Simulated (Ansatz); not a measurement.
`C[O][Ge][NH2]` + H₂ → `C[O][GeH]` + NH₃ at 298.15 K and 1 bar (hydrogenolysis of a Ge–N bond).

Gas-phase electronic energies from Ansatz, PBE0-D4/def2-TZVP geometries. CCSD(T)/CBS is the MP2 limit (def2-TZVPP, def2-QZVPP) plus CCSD(T) − MP2 in def2-TZVPP, frozen cores. This one scheme is used for every species. For Ge outer-core shells are correlated without core-valence functions, which leaves a few kJ/mol of doubt a bond. Scalar relativity is left out up to krypton. One conformer a species, not always the lowest.

| species | CCSD(T)/CBS energy (Eh) | H − E (kJ/mol) | S (J/(mol·K)) |
| --- | --- | --- | --- |
| `C[O][Ge][NH2]` | -2247.07620 | 195.6 | 331.0 |
| H₂ | -1.17544 | 35.1 | 130.4 |
| `C[O][GeH]` | -2191.71863 | 140.9 | 292.9 |
| NH₃ | -56.50880 | 100.5 | 192.4 |

H − E and S are ideal-gas, rigid-rotor, harmonic terms from PBE0-D4/def2-TZVP, for one conformer and one mirror image of each species. The MP2-based limit puts H₂ 0.8 mEh under its directly extrapolated value; such offsets cancel only in part. 1 Eh = 2625.50 kJ/mol, R = 8.31446 J/(mol·K).

**Question.** By hand: ΔE, ΔH, ΔS and ΔG.

**Answer.** ΔE = (-2191.71863) + (-56.50880) − (-2247.07620) − (-1.17544) = 0.02421 Eh = 63.6 kJ/mol. Δ(H − E) = 140.9 + 100.5 − 195.6 − 35.1 = 10.7, so ΔH = 74.3 kJ/mol. ΔS = 292.9 + 192.4 − 331.0 − 130.4 = 23.9 J/(mol·K). ΔG = 74.3 − 298.15 × (23.9)/1000 = 67.2 kJ/mol.

**Question.** By hand: the equilibrium constant, and the temperature at which ΔG would vanish if ΔH and ΔS stayed fixed.

**Answer.** log₁₀ K = −ΔG/(RT ln 10) = -11.8. ΔG = 0 at ΔH/ΔS = 3109 K, far beyond where these terms or the molecules hold.

ΔH outweighs TΔS. A doubt of 5 kJ/mol in ΔE shifts log₁₀ K by 0.9 here. Other conformers and mirror images would add mixing entropy, several J/(mol·K) or more a flexible species. These are equilibria of isolated gas molecules and say nothing of rates. Largest T1 diagnostic: 0.016 (customary marks: 0.02 for closed shells, 0.045 for open ones).
